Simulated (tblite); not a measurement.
Compound: C₆H₇BF₂Si.
Numbering: `[CH3:1][C:2]#[C:3][SiH2:4][CH2:5][C:6]#[C:7][B:8]([F:9])[F:10]` (hydrogens: H11, H12, H13 on C1; H14, H15 on Si4; H16, H17 on C5)

Computed with GFN2-xTB (tblite), gas phase: L-BFGS steps from a force-field or distance-geometry start until the largest atomic force falls under 0.01 eV/Å.

Step 112: E = -784.2397 eV
```
atom  x, y, z in Å  |  force x, y, z in eV/Å
C1      4.4107   -0.5255    0.1535    0.008  -0.013   0.006
C2      3.0708   -0.0175   -0.0220   -0.120   0.031  -0.004
C3      1.9463    0.3978   -0.1647    0.092  -0.031   0.015
Si4     0.2474    1.0914   -0.3406    0.001   0.015  -0.005
C5     -0.9604   -0.3937   -0.1028    0.011  -0.002  -0.002
C6     -2.3015    0.0754    0.0154   -0.002   0.007  -0.004
C7     -3.4193    0.5286    0.1151   -0.016   0.007   0.003
B8     -4.8089    1.0764    0.2485    0.007   0.002   0.002
F9     -5.3241    1.4602    1.4070    0.005  -0.009  -0.004
F10    -5.6280    1.2310   -0.7806    0.004  -0.005  -0.004
H11     4.7585   -0.3120    1.1642   -0.003   0.006   0.000
H12     5.0848   -0.0520   -0.5594    0.004   0.000  -0.010
H13     4.4268   -1.6038   -0.0037   -0.001   0.001  -0.010
H14     0.0502    1.6362   -1.6875    0.009   0.012   0.006
H15     0.0058    2.0847    0.7095   -0.002  -0.001  -0.005
H16    -0.6865   -0.9485    0.7952    0.003  -0.001   0.017
H17    -0.8794   -1.0672   -0.9571   -0.001  -0.017  -0.001
```

Step 113: E = -784.2400 eV
```
atom  x, y, z in Å  |  force x, y, z in eV/Å
C1      4.4103   -0.5280    0.1460    0.002  -0.011   0.008
C2      3.0714   -0.0155   -0.0248   -0.111   0.020  -0.005
C3      1.9459    0.3978   -0.1656    0.087  -0.018   0.020
Si4     0.2476    1.0954   -0.3320    0.007   0.018  -0.005
C5     -0.9582   -0.3900   -0.0911    0.006  -0.004   0.001
C6     -2.3010    0.0756    0.0220   -0.012   0.011  -0.011
C7     -3.4211    0.5255    0.1124    0.001   0.001  -0.001
B8     -4.8116    1.0726    0.2380    0.011   0.004   0.002
F9     -5.3313    1.4572    1.3940   -0.002  -0.006   0.005
F10    -5.6262    1.2279   -0.7946    0.007  -0.008  -0.005
H11     4.7620   -0.3176    1.1558   -0.004   0.009   0.005
H12     5.0843   -0.0557   -0.5678    0.002  -0.005  -0.012
H13     4.4208   -1.6063   -0.0120    0.005   0.001  -0.016
H14     0.0455    1.6415   -1.6775    0.008   0.015   0.004
H15     0.0117    2.0873    0.7209   -0.001  -0.002  -0.007
H16    -0.6840   -0.9406    0.8097   -0.002  -0.004   0.014
H17    -0.8730   -1.0657   -0.9433   -0.003  -0.021   0.003
```

Step 114: E = -784.2401 eV
```
atom  x, y, z in Å  |  force x, y, z in eV/Å
C1      4.4099   -0.5296    0.1394   -0.004  -0.006   0.007
C2      3.0712   -0.0144   -0.0272   -0.052  -0.005  -0.001
C3      1.9454    0.3968   -0.1663    0.037   0.011   0.018
Si4     0.2477    1.0984   -0.3246    0.009   0.013  -0.004
C5     -0.9564   -0.3878   -0.0809    0.001  -0.004   0.002
C6     -2.3005    0.0756    0.0281   -0.011   0.009  -0.015
C7     -3.4223    0.5227    0.1113    0.008   0.002  -0.002
B8     -4.8133    1.0703    0.2289    0.007   0.005   0.003
F9     -5.3382    1.4568    1.3821   -0.003  -0.007   0.001
F10    -5.6228    1.2250   -0.8079    0.011  -0.010   0.000
H11     4.7648   -0.3213    1.1485   -0.004   0.011   0.006
H12     5.0834   -0.0579   -0.5756   -0.004  -0.009  -0.010
H13     4.4168   -1.6078   -0.0195    0.010   0.001  -0.018
H14     0.0411    1.6471   -1.6680    0.007   0.016   0.002
H15     0.0166    2.0880    0.7314   -0.001  -0.001  -0.007
H16    -0.6819   -0.9350    0.8219   -0.006  -0.004   0.008
H17    -0.8686   -1.0654   -0.9315   -0.004  -0.021   0.009
```

Q: Estimate the geometry and energy of step 115. (The exact step hangs on the optimiser's Hessian estimate; all steps are aligned on step 114, rigid shifts and turns removed.)

A: E = -784.2402 eV, largest force 0.038 eV/Å
```
atom  x, y, z in Å  |  force x, y, z in eV/Å
C1      4.4103   -0.5302    0.1350   -0.010   0.000   0.002
C2      3.0710   -0.0145   -0.0282    0.014  -0.029   0.004
C3      1.9450    0.3954   -0.1656   -0.012   0.034   0.013
Si4     0.2482    1.0996   -0.3195    0.005   0.004  -0.003
C5     -0.9559   -0.3867   -0.0745   -0.004  -0.004   0.002
C6     -2.3006    0.0762    0.0312   -0.001   0.003  -0.016
C7     -3.4234    0.5215    0.1103    0.013   0.004  -0.002
B8     -4.8144    1.0696    0.2231    0.005   0.003   0.002
F9     -5.3423    1.4573    1.3743   -0.007  -0.004   0.005
F10    -5.6208    1.2227   -0.8163    0.009  -0.008   0.000
H11     4.7674   -0.3227    1.1435   -0.005   0.010   0.004
H12     5.0828   -0.0584   -0.5812   -0.011  -0.011  -0.004
H13     4.4158   -1.6082   -0.0248    0.012  -0.001  -0.017
H14     0.0394    1.6506   -1.6615    0.006   0.016  -0.002
H15     0.0197    2.0874    0.7382   -0.001   0.002  -0.004
H16    -0.6822   -0.9321    0.8300   -0.009   0.000   0.001
H17    -0.8669   -1.0660   -0.9238   -0.003  -0.018   0.013
```

The energy changes by -0.0001 eV. The first-order estimate −F·Δx gives -0.0002 eV and the mean of the old and new forces, exact on a quadratic surface, -0.0001 eV. The step makes an angle of 86° with the force vector and moves no atom by more than 0.009 Å.

What follows is the cost of the whole relaxation. Hardware: one thread, Arm Neoverse N1 (aarch64), shared host. Cost: 1.8 s of wall time.
